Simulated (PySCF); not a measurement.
Species: Cu(NH3)(N(SiH3)2) (singlet state).
Bonds: Cu1–N2, Cu1–N6, N6–Si7, N6–Si8. Hydrogens: H3, H4, H5 on N2; H9, H10, H11 on Si7; H12, H13, H14 on Si8.

A calculation gives these core lines: N 1s: 402.12 (area 1), 408.11 (area 1) eV; Si 1s: 1845.69 eV; Si 2p3/2: 105.79 eV; Cu 2p3/2: 937.93 eV.

Theory: delta-SCF UKS SCAN, pcX-2 on the ionised atom (unc-x2c-TZVPall on a metal), pcseg-1 elsewhere, spin-free X2C (PySCF). Isolated species at its PBE0-D3(BJ)/def2-SVP geometry, gas phase. Metal 2p energies of this one-determinant scheme are less reliable than its 1s energies.

Question: Order the nitrogen atoms by N 1s binding energy.

Answer: 402.12 eV: N6 (nitrogen bonded to Cu and 2 Si); 408.11 eV: N2 (nitrogen bonded to Cu and 3 H). The listed N 1s values span 5.99 eV, from N6 (bonded to Cu and 2 Si) to N2 (bonded to 3 H and Cu).

Bonded neighbours of each site: Cu1: 2 N; N2: 3 H and Cu; N6: Cu and 2 Si; Si7/Si8: N and 3 H.

Question: Which photon energy gives electrons from Si 1s of Si7/Si8 a kinetic energy of 100 eV, and what is their de Broglie wavelength?

Answer: hν = 1845.69 + 100 = 1945.69 eV, recoil neglected; λ = 12.264 Å/√(E/eV) = 1.23 Å.

One atom of each set of topologically equivalent atoms was ionised and stands for the set; in this conformer not all members are related by symmetry, and their own values weren't computed. The 2p values add to the ΔSCF energy of one spin-free hole a correction within the shell (spin–orbit coupling, ligand field). 2p1/2 minus 2p3/2 (ligand field included): Cu 20.65 eV, Si 0.62 eV. Satellites of the metal's 2p lines aren't described.
